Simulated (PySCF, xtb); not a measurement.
H5PSn, SMILES [PH2][SnH3].

Harmonic wavenumbers (cm⁻¹) from xtb with GFN2-xTB at its own minimum, in rising order: 92, 310, 325, 330, 656, 681, 713, 731, 736, 1120, 1512, 1729, 1767, 2299, 2362.

Task: What does PBE-D3(BJ)/def2-TZVP in PySCF give at its own minimum? (Estimate from the structure and the level; the computed values follow.)

Result: 106, 302, 359, 372, 633, 656, 670, 697, 703, 1059, 1854, 1870, 1876, 2316, 2328. Paired by order, the mean absolute difference is 64 cm⁻¹ and the zero-point energies are 22.0 and 22.6 kcal/mol.
